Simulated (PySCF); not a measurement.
# Relaxation of singlet H3NbO

Method: PBE0/[Nb def2-TZVP with ECP28, O def2-TZVP, H def2-TZVP], scalar-relativistic core potentials, density fitting, no spin–orbit coupling, PySCF. A (50,194) grid was used.

A hand-made square planar start, of C2v symmetry, held to at least that symmetry:

```xyz
5
charge 0 multiplicity 1, angstrom
Nb    0.0000    0.2440    0.0000
O     0.0000   -1.5760    0.0000
H     1.7900    0.2440    0.0000
H     0.0000    2.0340    0.0000
H    -1.7900    0.2440    0.0000
```

**Question.** What forces act on the atoms at the start (eV/Å)?

**Answer.** 
```
atom     Fx     Fy    Fz
 Nb1   0.00  -8.95  0.00
  O2   0.00   5.13  0.00
  H3   0.83   1.13  0.00
  H4   0.00   1.55  0.00
  H5  -0.83   1.13  0.00
```

**Question.** What does it relax to?

**Answer.** It ends at C2v with Nb–H 1.767 Å (×2), Nb–H 1.978 Å, Nb–O 1.704 Å; H–Nb–H 62.7° (×2), H–Nb–H 125.5°, H–Nb–O 117.3° (×2), H–Nb–O 180.0° (after a last refinement on a finer grid). A frequency run shows 2 imaginary modes, down to 797i cm⁻¹, so it is a higher-order saddle point. Other isomers or separated fragments may lie lower.

**Question.** How much energy is released, and in how many steps?

**Answer.** 154.8 kJ/mol in 10 steps.
